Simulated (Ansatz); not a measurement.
`C#CC(F)CCl` and `C#C[CH](F)[SnH3]` differ in one atom or group.

Ansatz, PBE0-D4/def2-TZVP geometries, multiplicity 1. Each molecule was computed in one conformer, which needn't be the lowest.

Elements past krypton have def2 core potentials.

```tsv
property	`C#CC(F)CCl`
LUMO energy (ωB97M-V/def2-TZVPP) / eV	1.96
HOMO–LUMO gap (B3LYP/def2-TZVPP) / eV	7.69
LUMO energy (PBE/def2-TZVPP) / eV	-1.22
HOMO–LUMO gap (PBE/def2-TZVPP) / eV	5.81
LUMO energy (PBE0/def2-TZVPP) / eV	-0.15
HOMO–LUMO gap (ωB97M-V/def2-TZVPP) / eV	12.56
```

**Question.** Give the same properties after the change, and the shifts. (An estimate is asked.)

**Answer.** Computed: 
```csv
property,`C#C[CH](F)[SnH3]`,shift
LUMO energy (ωB97M-V/def2-TZVPP) / eV,1.16,-0.80
HOMO–LUMO gap (B3LYP/def2-TZVPP) / eV,6.54,-1.15
LUMO energy (PBE/def2-TZVPP) / eV,-1.32,-0.10
HOMO–LUMO gap (PBE/def2-TZVPP) / eV,4.91,-0.90
LUMO energy (PBE0/def2-TZVPP) / eV,-0.41,-0.26
HOMO–LUMO gap (ωB97M-V/def2-TZVPP) / eV,10.68,-1.88
```

With PBE0 the HOMO rises by 0.93 eV and the LUMO falls by 0.26 eV, so the gap narrows by about 1.19 eV. PBE moves the HOMO by 0.79 eV and ωB97M-V by 1.08 eV.

B3LYP here is the variant with VWN-RPA as its local correlation; programs differ in this.
